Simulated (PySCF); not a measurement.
Input for PySCF: R-MP2/6-31G* on GeH4 (SMILES [GeH4]) with ghost functions, monomers drawn apart or pushed together.

```python
from pyscf import gto, scf, dft, mp
from pyscf.data.elements import chemcore

mol = gto.M(
    atom='''
    Ge   -0.04433610    0.86510137    6.77184824
    H    -0.04770189    2.21538233    6.04266889
    H     1.20345316    0.06413575    6.37414225
    H    -1.30667984    0.07372466    6.40396830
    H    -0.02250502    1.10838015    8.29137023
    ghost-C    0.37314402    0.25876232    0.06213617
    ghost-C   -0.34393599   -0.83910783    0.24960452
    ghost-H   -0.07468209    1.17791070   -0.29574088
    ghost-H    1.43727313    0.28469253    0.26315393
    ghost-H    0.10391927   -1.75658241    0.61181444
    ghost-H   -1.40888836   -0.86497179    0.05307955
    ''',
    basis='6-31g*',
    cart=True,
    charge=0, spin=0, verbose=3, max_memory=1800)
mf = scf.RHF(mol)
mf.conv_tol = 1e-8
mf.max_cycle = 100
mf.kernel()
if not mf.converged:
    mf = mf.newton().run(mf.mo_coeff, mf.mo_occ)
pt = mp.MP2(mf, frozen=chemcore(mol)).run()
```

Output:

```
converged SCF energy = -2077.38039518733
E(RMP2) = -2077.63763063646  E_corr = -0.257235449131659
E(SCS-RMP2) = -2077.62401080765  E_corr = -0.243615620328488
```

The run converged.

Cost: very roughly 1.0 core-seconds.
